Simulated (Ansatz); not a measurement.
Ideal-gas functions of `[OH][Ga]([F])[Br]` at 600 K and 1 bar, from an Ansatz frequency run at PBE0-D4/def2-TZVP.

Molar mass 185.63 g/mol, point group Cs (symmetry number 1), electronic degeneracy 1, moments of inertia 82.636, 318.728, 401.364 u Å². Harmonic wavenumbers (cm⁻¹, unscaled): 125, 173, 179, 314, 355, 695, 744, 869, 3893.

Use S(trans) = R[1.5 ln M + 2.5 ln T − 1.1517]; rotational temperatures θ = 24.2544 K / I; S(rot) = R[ln(√π/σ · √(T³/θAθBθC)) + 1.5]; for each mode x = 1.438777 ν̃/T, S = R[x/(eˣ − 1) − ln(1 − e⁻ˣ)] and H = RT x/(eˣ − 1); 1 cm⁻¹ = 0.0119627 kJ/mol; R = 8.31446 J/(mol·K).

Q: By hand: the entropy, in J/(mol·K).

A: Translation 188.5. Rotation: θ = 0.2935, 0.0761, 0.0604 K, giving 124.5. Vibration, mode by mode: 18.36, 15.69, 15.41, 10.87, 9.90, 4.97, 4.52, 3.57, 0.01, in all 83.3. Electronic 0.0. Sum 396.3 J/(mol·K).

Q: By hand: H − E and G − E in kJ/mol, counted from the electronic energy.

A: Zero-point energy ½ × 7347 × 0.0119627 = 43.9; thermal vibration 24.0; translation, rotation and pV give 4 RT = 20.0. H − E = 87.9 kJ/mol, and G − E = 87.9 − 600 × 396.3/1000 = -149.9 kJ/mol.

Vibration gives 21 % of the entropy, 18.4 J/(mol·K) of it from the mode under 150 cm⁻¹: soft modes count most, and the harmonic formula is weakest for them. The sum counts one conformer and one mirror image; others add a mixing term.
